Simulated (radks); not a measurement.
The numbers below are computed, except where a source is named.
Spherical quantum dot in the effective-mass picture: electrons in a hard-walled sphere of radius 5.4, with a point charge +1 (a donor) at the centre, all in effective atomic units (hartree* = m*/eps^2 hartree, bohr* = eps/m* bohr), one dielectric constant everywhere. Level of theory: non-relativistic Kohn-Sham, LDA (Slater exchange, Perdew-Wang correlation), spin-polarised, spherical densities (a radial shooting solver with Libxc functionals). Levels are named by radial order and angular momentum (1s, 1p, 1d, 2s, ...), and open shells are averaged over m. Results are scaled to m* = 0.208 and eps = 15.2, for which hartree* = 24.5 meV and bohr* = 3.867 nm.

N = 22, configuration 1s2 1p6 1d10 2s(up 1, down 0) 1f(up 3, down 0). This is the lowest configuration that the search found. Occupied and some empty levels:

level    occupation  eigenvalue (meV)  <r> (nm)
1s up             1            120.95     13.97
1s down           1            121.71     14.27
1p up             3            123.20     14.97
1p down           3            123.84     14.97
1d up             5            126.79     15.38
1d down           5            127.43     15.37
2s up             1            130.17     6.878
1f up             3            131.75     15.71
1f down           0            132.40     15.71
2s down           0            133.25     7.316
1g up             0            138.00     16.00
1g down           0            138.66     16.00
2p up             0            143.14     10.34
2p down           0            144.21     10.57
2d up             0            152.51     11.76
2d down           0            153.19     11.84

Energy (meV): total 1421.39, kinetic 339.74, external -160.76, Hartree 1410.2, exchange-correlation -167.73.
